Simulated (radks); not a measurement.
Results of a calculation; reference values are marked as such.
Species: the copper ion Cu4+. Configuration: [Ar] 3d7.

Level of theory: Dirac Kohn-Sham, LDA (Slater exchange, VWN5 correlation), spin-unpolarised, spherical densities, finite nucleus; open shells fill j = l - 1/2 first; Fermi nuclear charge, rms radius 3.8823 fm (a radial shooting solver on a logarithmic mesh with Libxc functionals).

Energy parts (eV):
part                       energy
total                  -44832.821
kinetic                 45597.887
electron-nucleus      -106401.863
Hartree                 17679.649
exchange-correlation    -1708.494

Orbitals (lengths in bohr, moments of r in powers of bohr):
orbital  occ.  eigenvalue (eV)      <r>       <r^4>  small-component weight
1s1/2       2        -8902.041  0.05221  0.00003457                1.09e-02
2s1/2       2        -1132.385   0.2354    0.007456                2.06e-03
2p1/2       2        -1002.027   0.2044    0.005352                2.05e-03
2p3/2       4        -981.5911   0.2077    0.005647                2.02e-03
3s1/2       2        -183.1534   0.7004      0.5121                4.72e-04
3p1/2       2        -142.3195   0.7204      0.6358                4.30e-04
3p3/2       4        -139.5793   0.7298      0.6689                4.21e-04
3d3/2       4         -71.4377   0.8027       1.406                3.18e-04
3d5/2       3         -71.0765   0.8063       1.430                3.16e-04

The highest occupied level is 3d5/2 at -71.076 eV. The density falls to 0.001 e/bohr^3 at r = 2.43 bohr.
